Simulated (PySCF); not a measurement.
Spinor energies of F²⁺ (fluorine, charge +2)

Start: [He] 2s1 2p3 3s1; 2s1/2 filled at m_j = +1/2; 2p3/2 filled at m_j = -1/2, +1/2, +3/2; 3s1/2 filled at m_j = +1/2. Calculated with PySCF 2.14 in x2c-TZVPall-2c with one added diffuse shell each of s, p, d type (6s4p3d1f, 40 functions): generalised Hartree-Fock with the X2C-1e Hamiltonian and a Gaussian nucleus; one run each with spin-orbit coupling (SO) switched off, then screened by Boettger's factors. This is a chosen level, not necessarily the ground level.

```csv
spinor shell,electrons,"ε, spin-free (eV)","ε, screened SO (eV)",weight of nominal j (screened SO),"rms radius, screened SO (bohr)"
1s1/2,2,-780.56,-780.56,1.000,0.203
2s1/2,1,-102.27,-102.27,1.000,0.934
2p3/2,3,-77.903,-77.903,0.665,0.919
3s1/2,1,-23.217,-23.217,1.000,2.88
```

| quantity | spin-free | screened SO |
| --- | --- | --- |
| E (hartree) | -95.99859 | -95.99860 |
| M_J | 5/2 | 5/2 |
| ⟨J²⟩ | 8.750 | 8.750 |
| ⟨L²⟩ | 0.000 | 0.000 |
| ⟨S²⟩ | 8.750 | 8.750 |

Each row is a mean over spinors that exchange with the open shell spreads, by up to 8.968 eV (1s1/2).

Rows whose weight is well below 1 are mixtures of j = l ± 1/2: exchange outweighs spin-orbit coupling there, and the label is only the starting occupation.

Without spin-orbit coupling the j labels of p, d and f shells carry no meaning; the spin-free column gives the mean over the occupied spinors of each nl shell.
